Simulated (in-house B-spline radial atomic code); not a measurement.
A run on Pm that did not converge. Method: scalar-relativistic (X2C) B3LYP, spin-polarised, spherical fractional occupations, Fermi nucleus of rms radius 4.962 fm; computed with a B-spline radial code for spherical atoms. In the input, 2p2,3 would mean two up and three down electrons.

Command:
```bash
python run_scf.py task.json out
```
Settings (nuclear radius in fm, mass in u):
```
Z                61
configuration    1s2 2s2 2p6 3s2 3p6 3d10 4s2 4p6 4d10 4f4,1 5s2 5p6 6s2
hamiltonian      x2c
method           b3lyp
spin_polarised   True
nucleus          fermi
rms_radius       4.962
atomic_mass      144.91276
speed_of_light   137.035999084
```

First and last ten iterations of the last attempt (damped for 15 steps, keeping 80 % of the old Fock matrix, then DIIS):
```
 iter        energy (Eh)    residual
    1      -10002.608779    5.57e-01
    2      -10003.047589    7.12e-01
    3      -10011.604050    4.66e-01
    4      -10016.001840    2.84e-01
    5      -10018.129605    1.79e-01
    6      -10019.094806    1.08e-01
    7      -10019.505732    6.88e-02
    8      -10019.672383    4.37e-02
    9      -10019.739465    2.81e-02
   10      -10019.768067    2.04e-02
  111       -9950.103151    4.41e-01
  112      -10018.159165    1.07e-01
  113      -10019.654264    4.25e-02
  114      -10019.752087    2.42e-02
  115      -10019.780682    1.45e-02
  116      -10019.792173    8.44e-03
  117      -10019.456313    4.94e-02
  118      -10019.476704    4.68e-02
  119      -10019.474918    4.70e-02
  120      -10019.470597    4.76e-02
 not converged after 120 iterations
```

The smallest residual met was 3.7e-03; the threshold is about 6e-07. No energy from this run should be used. Time taken, with all properties: 9.7 s on 1 thread of Arm Neoverse N1 (shared host).
